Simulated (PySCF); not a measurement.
**A search over the determinants of AuCl**

Unrestricted PBE0; basis Au cc-pVDZ-PP with ECP60, Cl cc-pV(D+d)Z; scalar-relativistic core potentials; PySCF 2.14. Outer shells of the fragments: Au 5d10 6s1; Cl 3s2 3p5.

Followed along the bond (rough minima from three points):

```csv
2Ms+1,unpaired,⟨S²⟩ at the start,R at minimum (Å),Te (eV)
1,none,0.00,2.24,0.00
3,"σ ↑, π ↑",2.01,none in the scan,≤ 2.20
```

Solutions found at the starting distance of 2.195 Å, counted from the lowest of them; the search is not exhaustive and high or unbound solutions are not listed, so other states can lie among these:

| 2Ms+1 | unpaired | term | E (eV) | ⟨S²⟩ | ⟨Lz²⟩ | μ (D) |
| --- | --- | --- | --- | --- | --- | --- |
| 1 | none | ¹Σ⁺ | 0.00 | 0.00 | 0.00 | -3.67 |
| 3 | σ ↑, π ↑ | ³Π | 2.29 | 2.01 | 1.01 | 0.39 |
| 3 | σ ↑↑ | ³Σ⁺ | 2.41 | 2.00 | 0.00 | -1.21 |
| 1 | σ ↑, π ↓ | mixed | 2.51 | 1.01 | 1.01 | 0.59 |
| 3 | σ ↑, δ ↑ | ³Δ | 3.61 | 2.00 | 4.00 | -1.98 |
| 1 | σ ↑, δ ↓ | mixed | 3.72 | 1.01 | 4.00 | -1.81 |
| 3 | π ↑↑ | ³Σ⁻ | 6.09 | 2.01 | 0.00 | 2.97 |
| 3 | π ↑↑ | mixed | 6.41 | 2.02 | 2.02 | 0.25 |
| 3 | π ↑↑ | mixed | 6.60 | 2.01 | 2.01 | 0.43 |
| 3 | π ↑, δ ↑ | mixed | 6.90 | 2.01 | 5.01 | 2.33 |

A term symbol is given only where ⟨S²⟩ and ⟨Lz²⟩ are close to those of a pure state; real π, δ and φ orbitals otherwise mix terms. A positive dipole means Au(−)Cl(+).

The measured ground state is X ¹Σ+ (Huber and Herzberg, Constants of Diatomic Molecules (1979)).

Spin–orbit coupling is left out. Counting both spins, an empty level lies below a filled one in some of these solutions, because spin and occupation are held.
